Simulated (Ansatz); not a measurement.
C$_{2}$H$_{4}$InN (`[InH2][C]1=NC1`). Total charge 0; spin multiplicity 1. In takes the def2 core potential. All single points use the PBE0-D4/def2-TZVP geometry.

```xyz
8

In   -1.575   -0.765   -0.661
C     0.051    0.396    0.106
N     0.376    1.554    0.470
C     1.447    0.512    0.564
H    -1.697   -0.902   -2.365
H    -2.583   -1.544    0.485
H     2.256    0.570   -0.159
H     1.725    0.180    1.561
```

Task: What is the dipole moment at r2SCAN/def2-TZVPP? (Estimate.)

Result: The calculation gave: 2.51 D, with components (-0.80, -2.25, -0.76) D in this frame, pointing from negative to positive charge.

Task: And with PBE, B3LYP, ωB97M-V? (Estimate.)

Result: The calculation gave: PBE 2.40 D, B3LYP 2.58 D, ωB97M-V 2.70 D.

Task: Give the Mulliken charges with r2SCAN, PBE, ωB97M-V in def2-TZVPP. (Estimate.)

Result: Ansatz gave: 
```
atom  r2SCAN    PBE  ωB97M-V
 In1    0.59   0.50     0.51
  C2   -0.15  -0.12    -0.18
  N3   -0.23  -0.14    -0.19
  C4   -0.09  -0.17    -0.18
  H5   -0.12  -0.11    -0.08
  H6   -0.12  -0.11    -0.08
  H7    0.05   0.08     0.09
  H8    0.05   0.08     0.09
```

B3LYP here is the variant with VWN-RPA as its local correlation; programs differ in this.
